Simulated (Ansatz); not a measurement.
Cost and result for the atomization energy of `O[SiH2]C[Si](O)(Cl)Cl` (13 atoms, 12 bonds).

```xyz
13

O    -0.360    1.307   -1.326
Si   -1.371    0.644   -0.181
C    -0.502   -0.901    0.390
Si    1.328   -0.690    0.577
O     2.016   -0.187   -0.802
Cl    1.657    0.649    2.098
Cl    2.237   -2.441    1.088
H    -0.612    2.140   -1.728
H    -2.691    0.334   -0.793
H    -1.578    1.598    0.938
H    -0.932   -1.222    1.344
H    -0.671   -1.702   -0.338
H     1.477    0.470   -1.266
```

The species carries charge 0 and has multiplicity 1. All single points use the PBE0-D4/def2-TZVP geometry. It is one conformer, not always the lowest. Program: Ansatz. All runs use 2 threads of an AMD EPYC 7R13 on a shared host and a share of an NVIDIA H100 80 GB. Times are those of one run each, without the atoms' runs, and a repeat can differ threefold. Electronic energies, without spin–orbit coupling; frozen cores. CCSD(T)/CBS adds CCSD(T) − MP2 in def2-TZVPP to the MP2 limit, and its time is that of the two runs behind it. T1 = 0.011. B3LYP takes the VWN-RPA correlation (the form of Gaussian; ORCA's B3LYP/G).

CCSD(T)/CBS is a level of theory with its own doubt, some kJ/mol a heavy atom from the limit and from the frozen cores, so smaller differences don't rank the functionals.

```csv
level,functions,wall time,atomization (kcal/mol),difference from CCSD(T)/CBS,per bond
PBE-D4/def2-TZVPP (with forces),345,2.4 s,1170.5,5.1,0.4
PBE0-D4/def2-TZVPP,345,3.6 s,1153.9,-11.5,-1.0
B3LYP-D4/def2-TZVPP (with forces),345,3.7 s,1150.9,-14.5,-1.2
B2PLYP/def2-TZVPP,345,4.1 s,1141.4,-24.0,-2.0
r2SCAN-D4/def2-TZVPP (with forces),345,4.3 s,1164.9,-0.5,0.0
ωB97X-V/def2-TZVPP,345,4.3 s,1165.4,0.0,0.0
ωB97M-V/def2-TZVPP (with forces),345,4.8 s,1166.7,1.3,0.1
MP2/def2-QZVPP,631,7 s,1180.5,15.1,1.3
CCSD(T)/def2-TZVPP,345,11 s,1129.3,-36.1,-3.0
CCSD(T)/CBS(def2),–,18 s,1165.4,0.0,0.0
```

From PBE to PBE0 (25 % exact exchange), in def2-TZVPP and without D4, the atomization energy moves by −15.2 kcal/mol: exact exchange takes away binding that semilocal exchange gives to molecules. The D4 term adds +16.9 kcal/mol with B3LYP and +9.0 kcal/mol with PBE0; it sums over pairs of atoms, weighted by their polarisabilities, and B3LYP, whose exchange is more repulsive, gets the larger term. In def2-TZVPP, CCSD(T) changes the Hartree–Fock value by +279.7 kcal/mol (the triples alone add +18.2 kcal/mol) and MP2 by +309.4 kcal/mol; breaking electron pairs costs correlation energy, which Hartree–Fock lacks.
